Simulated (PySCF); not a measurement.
Compound: C4H3F3N2.
Structure used (PBE0-D3(BJ)/def2-SVP), in Å, numbered top down from 1:
```xyz
12
C4H3F3N2 angstrom
F     -2.2623    0.6820    0.8588
C     -1.7033   -0.1084   -0.0702
F     -2.1348   -1.3517    0.1320
F     -2.1679    0.2822   -1.2580
C     -0.2175   -0.0181    0.0071
C      0.7779   -0.7499   -0.6109
C      1.9695   -0.1470   -0.1557
N      1.7235    0.8638    0.6691
N      0.4056    0.9257    0.7510
H      0.6543   -1.5910   -1.2880
H      2.9974   -0.4145   -0.3967
H     -0.0408    1.6187    1.3400
```

Method used: PySCF, TDDFT wB97X-D/def2-SVPD, vertical, gas phase, core orbitals frozen in the response.

Ground-to-excited transition dipoles (e·a0, same axes as the geometry; the sign carries no meaning), for the states with f of 0.002 or more among the lowest 6:

```json
{"state": "S1", "E (eV)": "6.727", "μx": "0.370", "μy": "-0.398", "μz": "-0.311"}
{"state": "S2", "E (eV)": "6.809", "μx": "-0.032", "μy": "0.041", "μz": "-0.170"}
{"state": "S3", "E (eV)": "6.945", "μx": "0.917", "μy": "0.226", "μz": "0.137"}
{"state": "S4", "E (eV)": "7.994", "μx": "0.009", "μy": "-0.126", "μz": "0.175"}
{"state": "S5", "E (eV)": "8.114", "μx": "-0.001", "μy": "0.114", "μz": "-0.208"}
{"state": "S6", "E (eV)": "8.408", "μx": "0.128", "μy": "0.158", "μz": "0.213"}
```

Question: Work out the oscillator strengths.

Answer: f = (2/3) ΔE |μ|² with ΔE in hartree (27.2114 eV).

```
state  |μ|² (au)  |μ| (D)      f
   S1      0.392     1.59  0.065
   S2      0.032     0.45  0.005
   S3      0.911     2.43  0.155
   S4      0.047     0.55  0.009
   S5      0.057     0.60  0.011
   S6      0.087     0.75  0.018
```

Question: What angle do the transition dipoles of S1 and S6 make?

Answer: |cos θ| = |μa·μb| / (|μa| |μb|) = 0.44, so θ ≈ 64° (taken between 0 and 90°, since the signs are arbitrary).

Question: What peak molar absorption coefficient would the strongest computed level give as a lone Gaussian band 0.5 eV wide at half height?

Answer: ε(max) = 2.175×10⁸ f / FWHM, with the width in cm⁻¹. S3: 2.175×10⁸ × 0.1551 / 4033 ≈ 8400 L mol⁻¹ cm⁻¹.

The run took about 70 s of CPU time (one thread, shared machine).
